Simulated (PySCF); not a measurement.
Structure with atom numbers: `[CH3:1]/[C:2]([CH:3]=[O:4])=[N:5]\[SiH2:6][SiH2:7][O:8][SiH3:9]`. Hydrogens are named by the atom that carries them.

Method: PBE0/pcSseg-1 with gauge-including orbitals, GFN2-xTB structure, in PySCF 2.14.0 with density-fitted response routines (in vacuum, relativity neglected, one conformer, equivalent nuclei averaged).

Predict the 2D correlation tables (HSQC, COSY, HMBC).

## Answers



HSQC (one-bond C–H):
```
          δH          δC
9.26 (H(C3))  198.7 (C3)
2.28 (H(C1))   19.2 (C1)
```

COSY cross peaks (H two or three bonds apart, from the bond graph; peaks can be absent where the dihedral angle is near 90°):
```
           δH             δH
5.55 (H(Si7))  5.43 (H(Si6))
```

HMBC (two and three bonds, from the bond graph):
```
           δH                      δC
 9.26 (H(C3))   186.2 (C2), 19.2 (C1)
5.43 (H(Si6))              186.2 (C2)
 2.28 (H(C1))  198.7 (C3), 186.2 (C2)
```

Shifts are taken against calculated references (same method and geometry level): 1H and 13C vs TMS.

Short H···H contacts in this conformer between protons four or more bonds apart (candidates for NOE cross peaks, intensity ∝ r⁻⁶): H(C1)···H(Si9) 2.76 Å.

Shifts are as computed. Against solution values, carbons near 30 ppm lie about +3 ppm off and those near 130 ppm about +5 ppm. Of 1309 compounds with measured shifts, 239 miss one by over three times the rms of a fit or turn the order of signals round; such compounds aren't used in these exercises.
